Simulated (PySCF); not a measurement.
The vertical singlet excitations below were computed for one of the candidates. Level of theory: TDDFT CAM-B3LYP/def2-SVPD, vertical, gas phase, core orbitals frozen in the response in PySCF 2.14.0, density-fitted response routines. Geometries: GFN2-xTB, one conformer each.

| state | E (eV) | λ (nm) | f |
| --- | --- | --- | --- |
| S1 | 5.26 | 235.6 | 0.015 |
| S2 | 5.97 | 207.7 | 0.037 |
| S3 | 6.33 | 195.9 | 0.082 |
| S4 | 6.55 | 189.3 | 0.029 |
| S5 | 6.65 | 186.5 | 0.012 |
| S6 | 6.79 | 182.6 | 0.0087 |
| S7 | 7.00 | 177.1 | 0.016 |
| S8 | 7.12 | 174.2 | 0.0052 |

Triplets computed (Tamm–Dancoff): 4.97, 5.43, 5.86 eV.

Orbital energies (eV): HOMO-3 -10.78, HOMO-2 -10.26, HOMO-1 -9.67, HOMO -8.19, LUMO -0.08, LUMO+1 0.68, LUMO+2 1.13.

Problem. Which candidate is it? All have the formula CH10FNSi3.
A. `C[SiH2][Si@H](F)N[SiH3]`
B. `F[Si@@H](C[SiH3])N[SiH3]`
C. `F[SiH2]N([SiH3])C[SiH3]`
D. `CN[SiH2][SiH2][SiH2]F`
E. `[SiH3]N([Si@H](C)F)[SiH3]`

Solution. D. Its S1, at 5.26 eV, is the lowest among the candidates; the nearest of the others has S1 at 5.75 eV. S1 is HOMO→LUMO (68%), HOMO→LUMO+1 (23%). Löwdin shares by element: HOMO nitrogen 54%, silicon 11% or more, carbon 11%, hydrogen 7% or more (atoms not listed hold the other 18%); LUMO silicon 65%, hydrogen 8% or more (atoms not listed hold the other 27%). At the same level the other candidates give, for their lowest levels:
- `C[SiH2][Si@H](F)N[SiH3]`: 5.75 eV (f 0.008); 6.18 eV (f 0.007); 7.04 eV (f 0.016); 7.29 eV (f 0.031); 7.57 eV (f 0.015); T1 5.26 eV; HOMO -8.76, LUMO 0.33 eV
- `F[SiH2]N([SiH3])C[SiH3]`: 5.81 eV (f 0.005); 5.97 eV (f 0.003); 6.81 eV (f 0.006); 6.89 eV (f 0.022); 7.31 eV (f 0.097); T1 5.50 eV; HOMO -8.22, LUMO 0.81 eV
- `C[Si@H](F)N([SiH3])[SiH3]`: 6.45 eV (f 0.001); 7.05 eV (f 0.012); 7.32 eV (f 0.019); 7.39 eV (f 0.041); 7.76 eV (f 0.017); T1 6.15 eV; HOMO -8.85, LUMO 0.88 eV
- `F[Si@@H](C[SiH3])N[SiH3]`: 6.59 eV (f 0.006); 7.31 eV (f 0.005); 7.75 eV (f 0.022); 7.90 eV (f 0.042); 8.03 eV (f 0.066); T1 6.27 eV; HOMO -9.12, LUMO 0.86 eV

Conformer computed: `[CH3:1][NH:2][SiH2:3][SiH2:4][SiH2:5][F:6]`: C1–N2–Si3–Si4 54°, N2–Si3–Si4–Si5 -74°, Si3–Si4–Si5–F6 -12°.
